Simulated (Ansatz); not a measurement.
Basis-set extrapolation for CH₇NO₃Si, SMILES `CO[Si](N)(O)O` (PBE0-D4/def2-TZVP geometry, frozen core, the Gaussian-basis code of Ansatz). Multiplicity 1, RHF reference.

|  | def2-TZVPP | def2-QZVPP |
| --- | --- | --- |
| HF | -610.273836 | -610.299650 |
| MP2 correlation | -1.219437 | -1.315135 |
| CCSD(T) correlation | -1.293910 | not run |

Energies in hartree. Use E(X) = E(∞) + A·exp(−7.88·√X) for Hartree–Fock and E(X) = E(∞) + B·X^(−2.97) for correlation, with X = 3 and 4, and add CCSD(T) minus MP2 of the smaller set to the MP2 limit.

Q: What is the CCSD(T) energy at the basis-set limit?

A: HF limit: -610.299650 + (-0.025814) × 0.13774 = -610.30321. MP2 limit: -1.315135 + (-0.095698) × 0.74074 = -1.38602. Higher-order term: -1.293910 − (-1.219437) = -0.07447. Total: -611.76370 hartree, 5.33 eV below CCSD(T)/def2-TZVPP.
